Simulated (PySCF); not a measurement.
## Two-component Hartree-Fock for N³⁺ (nitrogen, charge +3)

Start: [He] 2s2. Calculated with PySCF 2.14 in x2c-TZVPall-2c: generalised Hartree-Fock with the X2C-1e Hamiltonian and a Gaussian nucleus; one run each with spin-orbit coupling (SO) switched off, then screened by Boettger's factors. This is a chosen level, not necessarily the ground level.

```json
{"spinor shell": "1s1/2", "electrons": "2", "ε, spin-free (eV)": "-493.39", "ε, screened SO (eV)": "-493.39", "weight of nominal j (screened SO)": "1.000", "rms radius, screened SO (bohr)": "0.263"}
{"spinor shell": "2s1/2", "electrons": "2", "ε, spin-free (eV)": "-75.323", "ε, screened SO (eV)": "-75.323", "weight of nominal j (screened SO)": "1.000", "rms radius, screened SO (bohr)": "1.20"}
```

| quantity | spin-free | screened SO |
| --- | --- | --- |
| E (hartree) | -51.11037 | -51.11037 |
| M_J | 0 | 0 |
| ⟨J²⟩ | 0.000 | 0.000 |
| ⟨L²⟩ | 0.000 | 0.000 |
| ⟨S²⟩ | 0.000 | 0.000 |

Without spin-orbit coupling the j labels of p, d and f shells carry no meaning; the spin-free column gives the mean over the occupied spinors of each nl shell.
